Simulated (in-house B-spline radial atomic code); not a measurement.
Successive ionisation energies of gold; each step leads to the configuration of the next row (after the last: [Ar] 3d10 4s2 4p1). Dirac energy differences include first-order Breit, QED and recoil terms. NIST's values go from ground level to ground level; the uncertainty of those that are theory runs from under 0.1 % in few-electron ions to several per cent in heavy many-electron ones. Computed with an all-electron radial atomic-structure program (B-spline basis): Dirac-Hartree-Fock, average of the configuration, finite nuclei.

| ion | configuration | ionisation energy (eV) | tabulated value (eV) | tabulated kind | computed minus tabulated (eV) | highest orbital | largest mean radius (bohr) |
| --- | --- | --- | --- | --- | --- | --- | --- |
| Au40+ | [Kr] 4d3 | 1888.5 | 1904 | tabulated theory | -15.5 | 4d5/2 | 0.39095 |
| Au41+ | [Kr] 4d2 | ? | ? | tabulated theory | ? | ? | ? |
| Au42+ | [Kr] 4d1 | 2009.5 | 2026 | tabulated theory | -16.5 | 4d5/2 | 0.38688 |
| Au43+ | [Ar] 3d10 4s2 4p6 | 2305.7 | 2261 | tabulated theory | 44.7 | 4p3/2 | 0.38486 |
| Au44+ | [Ar] 3d10 4s2 4p5 | 2366.4 | 2320 | tabulated theory | 46.4 | 4p3/2 | 0.38261 |
| Au45+ | [Ar] 3d10 4s2 4p4 | ? | ? | tabulated theory | ? | ? | ? |
| Au46+ | [Ar] 3d10 4s2 4p3 | 2489.4 | 2443 | tabulated theory | 46.4 | 4p3/2 | 0.37863 |
| Au47+ | [Ar] 3d10 4s2 4p2 | 2551.5 | 2640 | tabulated theory | -88.5 | 4p3/2 | 0.37668 |

**Question.** Fill in the row of Au41+.

**Answer.** ionisation energy (eV): 1948.7; tabulated value (eV): 1967; computed minus tabulated (eV): -18.3; highest orbital: 4d5/2; largest mean radius (bohr): 0.3889.

**Question.** Fill in the row of Au45+.

**Answer.** ionisation energy (eV): 2427.7; tabulated value (eV): 2383; computed minus tabulated (eV): 44.7; highest orbital: 4p3/2; largest mean radius (bohr): 0.38061.

Where a p, d or f electron is removed, the computed value is a mean over both j, so it misses the tabulated one by a part of the spin-orbit splitting; averaging over terms and missing correlation add to the gap, relatively most at low charge.
